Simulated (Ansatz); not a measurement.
# How methods differ on SnH3F (SnFH3)

The species is SnH3F (5 atoms), meant as a singlet with charge 0. As SMILES, `[H][Sn]([H])([H])[F]`. The shape comes from GFN2-xTB, which is rough for such elements, and wasn't checked as a minimum.

```xyz
5

Sn   -0.0026    0.0024   -0.1669
F     0.0117   -0.0193    1.7573
H     1.6192    0.0110   -0.5382
H    -0.8177    1.4085   -0.5125
H    -0.8106   -1.4026   -0.5397
```

Each level gives the electronic atomisation energy (eV). The values are calculated. Electronic energies at fixed atoms, without zero-point motion or spin-orbit coupling.

```tsv
level	kind	program	value (eV)	less FCI/STO-3G	CPU time (all runs)
HF/STO-3G	Hartree–Fock	Ansatz	13.10	-1.75	1.2 s
B3LYP/STO-3G	global hybrid	Ansatz	17.82	+2.97	6.3 s
HSE06/STO-3G	range-separated hybrid	Ansatz	17.24	+2.39	7.4 s
wB97X/STO-3G	range-separated hybrid	Ansatz	17.39	+2.54	23 s
B2PLYP/STO-3G	double hybrid	Ansatz	16.59	+1.74	7 s
MP2/STO-3G	perturbation theory	Ansatz	14.34	-0.51	1.4 s
CCSD/STO-3G	coupled cluster or CI	Ansatz	14.79	-0.06	1.6 s
CCSDT/STO-3G	coupled cluster or CI	Ansatz	14.85	0.00	2.9 s
FCI/STO-3G	exact in the basis	Ansatz	14.85	0.00	22 s
```

FCI/STO-3G is exact within its basis and frozen core, so for wave-function methods in that basis the difference is their error; functionals converge differently with the basis, so for them it is only a difference. All-electron rows without a relativistic Hamiltonian named are non-relativistic. The values span 13.10 to 17.82 eV. All rows use very small basis sets, so none should be taken for the real molecule's value. In the correlated wave-function rows the outer d shell of Sn is correlated, in sets not made for it. In so small a basis fixed costs decide the times, and correlated methods can beat functionals. CPU times are rough (shared hosts, several kinds of processor and program).
